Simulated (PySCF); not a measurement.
## One molecule, a ladder of functionals, a line

Molecule: SMILES C[Si@H](O)C#N, C$_{2}$H$_{5}$NOSi.

Geometry:
```tsv
atom	x (Å)	y (Å)	z (Å)
C1	-1.460	-0.453	0.029
Si2	0.211	0.233	0.432
O3	0.407	1.656	-0.394
C4	1.507	-0.985	-0.153
N5	2.312	-1.732	-0.525
H6	-2.249	0.242	0.354
H7	-1.615	-1.418	0.534
H8	-1.553	-0.606	-1.057
H9	0.464	0.392	1.891
H10	1.248	2.115	-0.313
```

GIAO shieldings (ppm, equivalent atoms averaged) in PySCF 2.14 on the PBE0-D3(BJ)/def2-SVP geometry, basis pcSseg-2, gas phase, non-relativistic:

| functional | exact exchange (%) | σ(Si2) | σ(O3) | σ(N5) |
| --- | --- | --- | --- | --- |
| BLYP | 0 | 349.3 | 283.2 | -94.6 |
| BP86 | 0 | 356.6 | 287.1 | -92.5 |
| PBE | 0 | 357.1 | 286.8 | -93.5 |
| B3LYP | 20 | 361.3 | 289.7 | -98.9 |
| PBE0 | 25 | 372.3 | 294.4 | -98.1 |
| mPW1PW91 | 25 | 371.6 | 294.1 | -99.2 |
| HF | 100 | 416.1 | 307.2 | -108.2 |

Problem. Fit each shielding as a line in the percentage of exact exchange.

Solution. σ(Si2) = 354.1 + 0.62 x (rms 3.3 ppm); σ(O3) = 286.5 + 0.22 x (rms 1.9 ppm); σ(N5) = -94.3 − 0.15 x (rms 1.1 ppm). The functionals also differ in their semilocal parts, which the line can't hold; Hartree–Fock has no correlation at all.

Problem. What does the line predict for BHandHLYP (50 %), and what does the run give?

Solution. σ(Si2): 385.1 predicted, 380.2 computed; σ(O3): 297.5 predicted, 297.0 computed; σ(N5): -101.8 predicted, -103.6 computed ppm.
